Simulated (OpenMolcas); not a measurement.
## Pd2+: moving or changing the point charges

Pd2+ among 6 point charges of -1.7 e arranged as an octahedron (Oh), 2.09 Å from the ion.

```
Program             : OpenMolcas 26.06
Method              : CASSCF
Basis               : ANO-RCC-VDZP [6s5p3d1f]
Scalar Hamiltonian  : DKH2, point nucleus
Active space        : 8 electrons in 5 orbitals (4d)
State averaging     : 2S+1 = 3 even, 10 roots; 2S+1 = 1 even, 15 roots
Spin-orbit coupling : RASSI with atomic mean-field integrals over the reference wave functions
```

Runs around this geometry, states (labels of O, the rotations of Oh). Energies in cm-1 above the lowest state or level, χT in cm3 K/mol; 10Dq and B are least-squares fits to the states below 45000 cm-1, weighted by degeneracy, with a free offset, and given where the rms deviation is under 5 % of |10Dq| (or 100 cm-1) and under 700 cm-1.

| R (Å) | q (e) | Ground state | First state of that spin | 10Dq | B (rms of fit) | First gap with spin-orbit (degeneracies) | χT at 300 K | First state of another spin |
| --- | --- | --- | --- | --- | --- | --- | --- | --- |
| 2.09 | -1.1 | 3A2 | 3T2 4629 | 4416 | 931 (100) | 3938 (3, 2) | 2.215 | 1E 14247 |
| 1.93 | -1.7 | 3A2 | 3T2 9959 |  |  | 9071 (3, 2) | 1.662 | 1E 15047 |
| 2.09 | -1.7 | 3A2 | 3T2 7109 | 6754 | 934 (162) | 6334 (3, 2) | 1.888 | 1E 14727 |
| 2.28 | -1.7 | 3A2 | 3T2 4872 | 4631 | 932 (114) | 4173 (3, 2) | 2.176 | 1E 14343 |

Taking the first state of the same spin as R^-n, n = -ln(4872 / 9959) / ln(2.28 / 1.93) = 4.3 between the shortest and longest distance.

Scaling the charges by -1.1 / -1.7 = 0.65 scales |10Dq| by 4416 / 6754 = 0.65; with fixed orbitals a first-order splitting would follow the charge.

Without dynamic correlation the repulsion within the d shell is too large (B by tens of per cent), so at a given field states of lower spin stand too high. Real 4d8 and 5d8 ions are as a rule square planar and diamagnetic. This is an electrostatic model: the charges have no orbitals. No measured value stands beside these numbers.
